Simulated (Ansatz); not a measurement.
Steps of a relaxation of C3H7FGe (`[F][GeH]1[CH2]C[CH2]1`) with RKS PBE0-D4/def2-TZVP.

```sh
$ ansatz run in.yaml --threads 4 --pin off --events-out ev --progress --plain --max-ram 10444MiB
```

```yaml
crystal:
  periodic: [false, false, false]
  atoms:
    - {symbol: F, position_ang: [-1.871767, 1.808251, 0.701589]}
    - {symbol: Ge, position_ang: [-0.249874, 1.098739, 0.770396]}
    - {symbol: C, position_ang: [-0.274849, -0.880219, 0.854692]}
    - {symbol: C, position_ang: [0.284045, -0.919950, -0.608928]}
    - {symbol: C, position_ang: [0.443473, 0.585194, -1.013156]}
    - {symbol: H, position_ang: [0.518680, 2.002742, 1.775737]}
    - {symbol: H, position_ang: [-1.285649, -1.317202, 0.975291]}
    - {symbol: H, position_ang: [0.390287, -1.330520, 1.617620]}
    - {symbol: H, position_ang: [-0.412312, -1.448991, -1.290530]}
    - {symbol: H, position_ang: [1.250414, -1.462461, -0.662501]}
    - {symbol: H, position_ang: [1.482946, 0.902018, -1.229558]}
    - {symbol: H, position_ang: [-0.198394, 0.907197, -1.856552]}
basis:
  gaussian: {orbitals: def2-TZVP}
hamiltonian: {xc: pbe0, dispersion: d4}
relax: {f_tol: 0.005, max_steps: 150}
```

Positions (Å) and forces (eV/Å) along the path, 11 of 15 steps:

```xyz
12
step=1 energy=-62449.7166 eV
F    -1.872    1.808    0.702    0.534   -0.240    0.019
Ge   -0.250    1.099    0.770   -0.284   -0.043   -0.151
C    -0.275   -0.880    0.855   -0.083   -0.126    0.194
C     0.284   -0.920   -0.609    0.051   -0.259   -0.168
C     0.443    0.585   -1.013    0.056    0.180   -0.175
H     0.519    2.003    1.776   -0.123   -0.142   -0.158
H    -1.286   -1.317    0.975    0.523    0.223   -0.094
H     0.390   -1.331    1.618   -0.322    0.216   -0.405
H    -0.412   -1.449   -1.291    0.334    0.279    0.341
H     1.250   -1.462   -0.663   -0.480    0.301    0.050
H     1.483    0.902   -1.230   -0.523   -0.192    0.113
H    -0.198    0.907   -1.857    0.317   -0.197    0.432
12
step=2 energy=-62449.7613 eV
F    -1.857    1.795    0.698    0.250   -0.113    0.008
Ge   -0.246    1.092    0.766   -0.211   -0.013   -0.092
C    -0.274   -0.873    0.852   -0.015   -0.041    0.061
C     0.283   -0.913   -0.604    0.015   -0.086   -0.053
C     0.440    0.584   -1.007    0.027    0.056   -0.054
H     0.515    1.988    1.763   -0.006   -0.017   -0.017
H    -1.274   -1.307    0.964    0.143    0.075   -0.020
H     0.383   -1.325    1.602   -0.097    0.064   -0.112
H    -0.405   -1.436   -1.279    0.101    0.077    0.100
H     1.240   -1.445   -0.653   -0.140    0.089    0.015
H     1.468    0.891   -1.225   -0.153   -0.048    0.033
H    -0.197    0.895   -1.842    0.086   -0.043    0.131
12
step=4 energy=-62449.7664 eV
F    -1.846    1.787    0.696   -0.001    0.002    0.001
Ge   -0.244    1.088    0.763   -0.006    0.001   -0.001
C    -0.276   -0.871    0.850    0.007   -0.001    0.004
C     0.285   -0.911   -0.602   -0.006   -0.001   -0.002
C     0.436    0.584   -1.005    0.007    0.002    0.000
H     0.521    1.980    1.758    0.003   -0.002    0.000
H    -1.274   -1.297    0.956   -0.006    0.003   -0.002
H     0.373   -1.326    1.598   -0.002   -0.005    0.003
H    -0.395   -1.437   -1.275    0.003   -0.005   -0.003
H     1.242   -1.435   -0.645    0.005    0.002    0.004
H     1.459    0.891   -1.228    0.001    0.002   -0.005
H    -0.203    0.891   -1.833   -0.006    0.002    0.000
12
step=5 energy=-62449.7677 eV
F    -1.834    1.801    0.714   -0.025    0.013   -0.002
Ge   -0.239    1.088    0.766    0.059   -0.019    0.012
C    -0.286   -0.871    0.847    0.013    0.009   -0.021
C     0.299   -0.911   -0.596   -0.036    0.016   -0.003
C     0.427    0.585   -1.009    0.003   -0.022    0.016
H     0.544    1.969    1.758   -0.001    0.000   -0.002
H    -1.294   -1.278    0.929   -0.016   -0.005   -0.007
H     0.340   -1.347    1.601   -0.003    0.008    0.022
H    -0.354   -1.459   -1.277    0.003   -0.021   -0.014
H     1.269   -1.410   -0.615    0.016   -0.001    0.005
H     1.440    0.898   -1.261    0.001    0.026    0.004
H    -0.237    0.880   -1.822   -0.014   -0.003   -0.010
12
step=6 energy=-62449.7690 eV
F    -1.820    1.813    0.729   -0.066    0.041    0.006
Ge   -0.232    1.089    0.769    0.052   -0.044   -0.017
C    -0.294   -0.871    0.843    0.012   -0.038   -0.002
C     0.309   -0.912   -0.593   -0.012    0.006   -0.004
C     0.417    0.584   -1.012    0.025   -0.022   -0.025
H     0.564    1.962    1.759   -0.006   -0.019   -0.017
H    -1.308   -1.270    0.905    0.020    0.032    0.007
H     0.315   -1.355    1.607   -0.021    0.003   -0.010
H    -0.325   -1.478   -1.280    0.034    0.009    0.022
H     1.289   -1.393   -0.595   -0.023    0.020    0.008
H     1.424    0.910   -1.279   -0.023    0.001   -0.006
H    -0.261    0.865   -1.819    0.008    0.011    0.037
12
step=7 energy=-62449.7708 eV
F    -1.791    1.849    0.771   -0.108    0.075    0.015
Ge   -0.221    1.090    0.774    0.075   -0.082   -0.031
C    -0.317   -0.870    0.833   -0.006   -0.148    0.023
C     0.336   -0.911   -0.582    0.046   -0.080   -0.051
C     0.393    0.584   -1.020    0.057   -0.034   -0.129
H     0.619    1.934    1.758   -0.032   -0.047   -0.051
H    -1.346   -1.246    0.844    0.135    0.101    0.025
H     0.247   -1.381    1.618   -0.081    0.040   -0.098
H    -0.242   -1.526   -1.286    0.127    0.114    0.140
H     1.344   -1.344   -0.535   -0.179    0.090    0.005
H     1.381    0.935   -1.332   -0.116   -0.041    0.009
H    -0.327    0.830   -1.808    0.080    0.013    0.144
12
step=9 energy=-62449.7867 eV
F    -1.724    1.932    0.859    0.103   -0.048   -0.012
Ge   -0.193    1.082    0.775   -0.110    0.047    0.062
C    -0.362   -0.871    0.804   -0.022   -0.155    0.035
C     0.400   -0.907   -0.555    0.083   -0.147   -0.077
C     0.345    0.572   -1.041    0.069   -0.003   -0.167
H     0.725    1.850    1.748   -0.005   -0.015   -0.049
H    -1.414   -1.165    0.710    0.168    0.054   -0.006
H     0.089   -1.445    1.620   -0.083    0.082   -0.147
H    -0.035   -1.618   -1.277    0.142    0.205    0.208
H     1.446   -1.214   -0.393   -0.300    0.101   -0.040
H     1.272    0.971   -1.466   -0.170   -0.082    0.057
H    -0.472    0.757   -1.750    0.126   -0.039    0.137
12
step=10 energy=-62449.7905 eV
F    -1.705    1.949    0.876    0.063   -0.041    0.020
Ge   -0.191    1.075    0.783   -0.033    0.110   -0.054
C    -0.377   -0.878    0.797    0.024   -0.142    0.049
C     0.415   -0.902   -0.543    0.042   -0.168   -0.136
C     0.332    0.571   -1.039    0.058   -0.008   -0.113
H     0.763    1.845    1.719   -0.035   -0.052    0.013
H    -1.430   -1.157    0.672    0.164    0.063   -0.003
H     0.048   -1.470    1.614   -0.081    0.095   -0.131
H     0.016   -1.628   -1.271    0.119    0.173    0.197
H     1.464   -1.179   -0.357   -0.280    0.092   -0.030
H     1.245    0.976   -1.488   -0.162   -0.064    0.074
H    -0.504    0.741   -1.729    0.121   -0.060    0.115
12
step=12 energy=-62449.8002 eV
F    -1.673    1.979    0.915   -0.011    0.002   -0.003
Ge   -0.182    1.077    0.779   -0.007   -0.001   -0.003
C    -0.389   -0.875    0.782   -0.010    0.009   -0.001
C     0.436   -0.896   -0.532    0.009   -0.013   -0.006
C     0.313    0.561   -1.049   -0.009    0.005    0.004
H     0.796    1.800    1.721    0.018   -0.002    0.006
H    -1.439   -1.125    0.612    0.006    0.003   -0.005
H    -0.010   -1.483    1.601    0.001   -0.002    0.003
H     0.097   -1.647   -1.251    0.003    0.000    0.001
H     1.482   -1.120   -0.306   -0.005    0.003    0.000
H     1.194    0.978   -1.534    0.002    0.001   -0.001
H    -0.549    0.694   -1.706    0.001   -0.006    0.006
12
step=13 energy=-62449.8006 eV
F    -1.666    1.987    0.923   -0.001    0.004    0.003
Ge   -0.181    1.077    0.780    0.000   -0.014   -0.012
C    -0.393   -0.874    0.778   -0.005   -0.008    0.011
C     0.443   -0.895   -0.528   -0.002    0.009    0.006
C     0.307    0.559   -1.049    0.005    0.010   -0.011
H     0.810    1.789    1.718    0.001    0.000    0.001
H    -1.442   -1.118    0.595    0.003    0.000   -0.001
H    -0.026   -1.486    1.599   -0.001   -0.002    0.000
H     0.119   -1.652   -1.247    0.002    0.003    0.004
H     1.489   -1.105   -0.292   -0.003    0.000   -0.001
H     1.180    0.981   -1.544   -0.001   -0.001   -0.003
H    -0.562    0.682   -1.699    0.002   -0.002    0.002
12
step=15 energy=-62449.8006 eV
F    -1.662    1.992    0.929    0.000    0.001    0.000
Ge   -0.181    1.076    0.779    0.000   -0.001   -0.001
C    -0.396   -0.874    0.776    0.000    0.001    0.000
C     0.445   -0.893   -0.526    0.000    0.000    0.000
C     0.305    0.559   -1.051   -0.001    0.000    0.001
H     0.816    1.783    1.716    0.000   -0.001   -0.001
H    -1.444   -1.117    0.588    0.000    0.000    0.001
H    -0.033   -1.488    1.599    0.000    0.000    0.000
H     0.129   -1.654   -1.244    0.000    0.000    0.000
H     1.492   -1.098   -0.285    0.000    0.000    0.000
H     1.175    0.982   -1.550    0.000    0.000    0.000
H    -0.567    0.677   -1.697    0.001    0.000    0.000
```

Run time 65 s (4 threads of an Arm Neoverse V1 on a shared host); peak host memory 0.65 GiB.
